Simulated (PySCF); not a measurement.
Species: AsAsSbSb tetrahedron, Sb2As2.
Geometry (PBE0-D3(BJ)/def2-SVP, Å), atoms numbered from 1 in this order:
```
atom  x, y, z in Å
As1   -0.9814   -1.0736   -0.5270
As2   -0.8245    1.2249    0.3217
Sb3    1.1293    0.3448   -1.2228
Sb4    0.7599   -0.5866    1.3976
```

Method: PBE0-D3(BJ)/def2-SVP geometry optimisation, gas phase, def2 core potentials past Kr (PySCF).

Task: Which atoms are bound to Sb3, and at what distances?

Result: 3 atoms: As1 2.636 Å, As2 2.641 Å, Sb4 2.805 Å.

Task: List the angles at Sb3.

Result: 
```json
{"angle": "As1–Sb3–Sb4", "degrees": "58.0", "distance of the outer atoms (Å)": "2.64"}
{"angle": "As2–Sb3–Sb4", "degrees": "57.8", "distance of the outer atoms (Å)": "2.64"}
{"angle": "As1–Sb3–As2", "degrees": "55.4", "distance of the outer atoms (Å)": "2.46"}
```

Task: What is the shape at Sb3?

Result: Pyramidal: angles 58.0°, 57.8° and 55.4°, sum 171.2°, 2.24 Å off the plane of its three neighbours. Some of the bound atoms are bonded to each other. Differences among atoms that C2v makes equivalent are scatter left by the optimiser.

Task: What are the other bond lengths?

Result: As1–As2 2.455 Å.

Task: Give some angles away from the centre.

Result: As2–As1–Sb3 62.4°, Sb3–As1–Sb4 64.2°.

Task: What are the rotational constants (commonest isotopes, rigid rotor)?

Result: A = 921.4, B = 720.4, C = 632.9 MHz: an asymmetric top.

Point group: C2v (every atom within 0.08 Å of its image). Charge 0, singlet. No frequency check.
